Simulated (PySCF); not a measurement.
SMILES [OH+]=C(C)C (charge +1) at its CAM-B3LYP/def2-SVP optimised geometry (Å):

```
11

C      0.1159     0.7862     0.0000
C     -0.3030     0.0764    -1.2132
C     -0.3369    -1.3916    -1.3007
O     -0.6417     0.8040    -2.1965
H     -0.1962     0.2448     0.9043
H      1.2237     0.7862     0.0000
H     -0.2310     1.8269     0.0000
H     -0.4109    -1.7647    -2.3315
H     -1.2237    -1.7303    -0.7316
H      0.5358    -1.8269    -0.7910
H     -0.8871     0.3138    -3.0074
```

Calculation: CAM-B3LYP/def2-TZVP run with PySCF 2.14.0. Cells within 0.4 Å of a nucleus heavier than hydrogen are left out (blank, or x).

Map of the HOMO amplitude (bohr^(-3/2)) on the plane z = 0.0 Å; orbital energy -17.98 eV, overall sign arbitrary:

```
|5555555555555555555555555555555|
|5555555555555555555555555555555|
|5555555555555555555555555555555|
|5555555555555555555555555555555|
|5555555555555555555555555555555|
|5555555555555444455555555555555|
|5555555555554444445555555555555|
|5555555555544322344555555555555|
|5555555555543201234455555555555|
|5555555555544200134455555555555|
|5555555555554310123445555555555|
|555555555555543xx23445555555555|
|55555555555566xxx44445555555555|
|555555555556679xx76555555555555|
|5555555555666799976555555555555|
|5555555555666788876655555555555|
|5555555555566667666655555555555|
|5555555555555666666555555555555|
|5555555555555555555555555555555|
|5555555555555555555555555555555|
|5555555555555555555555555555555|
|5555555555555555555555555555555|
|5555555555555555555555555555555|
|5555555555555555555555555555555|
|5555555555555555555555555555555|
|5555555555555555555555555555555|
|5555555555555555555555555555555|
|5555555555555555555555555555555|
|5555555555555555555555555555555|
|5555555555555555555555555555555|
|5555555555555555555555555555555|
```
Scale: ten equal steps from -0.229 (start of '0') to 0.174 (end of '9'), in the order '0123456789'; x runs from -4.00 to 4.00, y from -4.00 (bottom) to 4.00 (top).
